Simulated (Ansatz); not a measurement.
Isolated molecules relaxed with PBE0-D4/def2-TZVP in Ansatz; ΔE leaves out vibrations. CCSD(T)/CBS adds triple-zeta CCSD(T) − MP2 to the extrapolated MP2 energy (def2 sets, frozen cores). This one scheme is used for every species. DFT in def2-TZVPP. One conformer a species, not always the lowest.

`N[Si](N)(O)O[SiH3]` + `[SH][AlH][SH]` → `[SiH3][S][AlH][SH]` + `N[Si](N)(O)O`  (ligand exchange at the Si–O bond)

Problem. Is it downhill or uphill in electronic energy at CCSD(T)/CBS, and by how much? (Best estimate.)

Solution. Computed: Uphill: ΔE = +44.0 kJ/mol.

Problem. What do these levels give: r2SCAN-D4, r2SCAN, PBE0, HF/def2-TZVPP, SCS-MP2/def2-QZVPP, HF/CBS(def2)? (Best estimate.)

Solution. Ansatz gave: r2SCAN-D4 42.0, r2SCAN 41.9, PBE0 35.8, HF/def2-TZVPP 67.2, SCS-MP2/def2-QZVPP 49.2, HF/CBS(def2) 69.5 kJ/mol.

Largest T1 diagnostic among the species: 0.012.

The D4 term adds −3.2 kJ/mol with B3LYP and −1.3 kJ/mol with PBE0; it sums over pairs of atoms, weighted by their polarisabilities, and B3LYP, whose exchange is more repulsive, gets the larger term. From PBE to PBE0 (25 % exact exchange), in def2-TZVPP and without D4, ΔE moves by +3.7 kJ/mol.

B3LYP here is the variant with VWN-RPA as its local correlation; programs differ in this.
